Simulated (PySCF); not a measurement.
Positional isomers: silole mercapto. Gas-phase values, no solvent. One relaxed conformer stands for each flexible species; it need not be the lowest. Strings in code marks are SMILES.

The S1 excitation (TDA) from two functionals at the same geometries (PBE0-D3(BJ)/def2-TZVP), both in PySCF: PBE-D3(BJ)/def2-TZVP and PBE0-D3(BJ)/def2-TZVP. Excitations are Tamm–Dancoff values on a coarser integration grid. The basis has no diffuse functions, so Rydberg states are missing or too high.

| species | PBE-D3(BJ)/def2-TZVP (eV) | PBE0-D3(BJ)/def2-TZVP (eV) |
|---|---|---|
| `C1([SiH2]C=CC=1)S` (H–S–C–Si torsion 0°) | 3.71 | 3.95 |
| `SC1=C[SiH2]C=C1` (H–S–C–C torsion 180°) | 3.73 | 4.20 |
| `C1[SiH](C=CC=1)S` (H–S–Si–C torsion 54°) | 3.40 | 4.10 |

Over these rows, drawn at random from the members with no instability flagged (it was tested for open shells, ions and some series alone), PBE minus PBE0-D3(BJ): mean -0.47 eV, from -0.70 eV to -0.24 eV.
